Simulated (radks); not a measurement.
Task: These are the eigenvalues of the occupied orbitals of an atom or ion with whole-number occupations (eV). Method: Dirac Kohn-Sham, HCTH/407, spin-unpolarised, spherical densities, finite nucleus; Fermi nuclear charge, rms radius of each element as measured or else 0.836 A^(1/3) + 0.57 fm; computed with a radial shooting solver on a logarithmic mesh with Libxc functionals.

1s1/2: -48362.59
2s1/2: -7999.322
2p1/2: -7595.738
2p3/2: -6947.852
3s1/2: -1812.133
3p1/2: -1637.335
3p3/2: -1505.094
3d3/2: -1201.943
3d5/2: -1173.110
4s1/2: -410.1561
4p1/2: -342.3175
4p3/2: -312.7523
4d3/2: -200.6084
4d5/2: -195.2229
5s1/2: -96.4857
5p1/2: -76.2381
5p3/2: -71.2516
4f5/2: -62.5931
4f7/2: -61.8242
6p1/2: -28.6409
6p3/2: -27.5741

Which element is it, and in what charge state? The configuration may be excited. Open shells, if any, are shared by 2j + 1.

Result: Z = 63, europium, charge +4: Eu4+ in [Kr] 4d10 4f5 5s1 5p6 6p1. The list shows which subshells hold electrons but not how many an open one holds; the 1s level, -1777.3 hartree, gives Z - s = 59.6 by -(Z - s)^2/2, which with screening and relativity narrows Z to a few neighbours, and the depths of the outer levels then fix element, charge and occupations together.
